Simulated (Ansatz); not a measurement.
Species: CdF (charge 0, doublet). The spin state was set by rule; other spins were not relaxed. SMILES: [F][Cd]
Geometry: optimised at B3LYP-D3(BJ)/def2-TZVP (Ansatz, an electronic-structure program).

Wanted: atomisation energy (electronic, to ground-state atoms), in eV. Correlated levels leave the core frozen unless marked. UHF or UKS for open shells. Spin-orbit coupling is left out. The frozen core is the preceding noble-gas configuration, with the filled d and f shells of earlier blocks. Past Kr the def2 sets carry scalar-relativistic core potentials. STO-3G rows are all-electron and non-relativistic. The coupled-cluster limit lacks core correlation, which all-electron functionals hold. Basis-set limits of correlation are two-point, X^-3; Hartree-Fock from the larger set.

```tsv
level	program	atomisation energy (eV)
HF/def2-SVP	Ansatz	1.37
HF/def2-QZVPP	Ansatz	1.59
```

Question: Predict the CCSD(T)/CBS(def2-TZVPPD,def2-QZVPPD) result (Ansatz).

Answer: 2.49 eV
